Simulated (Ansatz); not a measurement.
Isomers of C₂H₄AlF, relaxed with PBE0-D4/def2-TZVP in Ansatz; electronic energies, one conformer each and not always the lowest. Functionals use def2-TZVPP; CBS adds triple-zeta CCSD(T) − MP2 to the MP2 limit of def2-TZVPP and def2-QZVPP.

(1) Order them by energy at frozen-core CCSD(T)/CBS, lowest first. (Best estimate.)
A. `F/C=[CH]/[AlH2]`
B. `C=[CH][AlH][F]`
C. `F[CH]1[CH2][AlH]1`

(2) How do MP2/CBS(def2), B3LYP-D4, PBE-D4, ωB97M-V place them (kcal/mol, against `C=[CH][AlH][F]`)? (An estimate is asked.)

Results:

(1) B (0.0 kcal/mol), A (60.7 kcal/mol), C (88.6 kcal/mol).

(2) Computed: 
| isomer | MP2/CBS(def2) | B3LYP-D4 | PBE-D4 | ωB97M-V |
| --- | --- | --- | --- | --- |
| `F/C=[CH]/[AlH2]` | 62.8 | 57.6 | 54.1 | 57.6 |
| `F[CH]1[CH2][AlH]1` | 89.4 | 87.2 | 78.5 | 84.9 |

B3LYP here is the variant with VWN-RPA as its local correlation; programs differ in this.
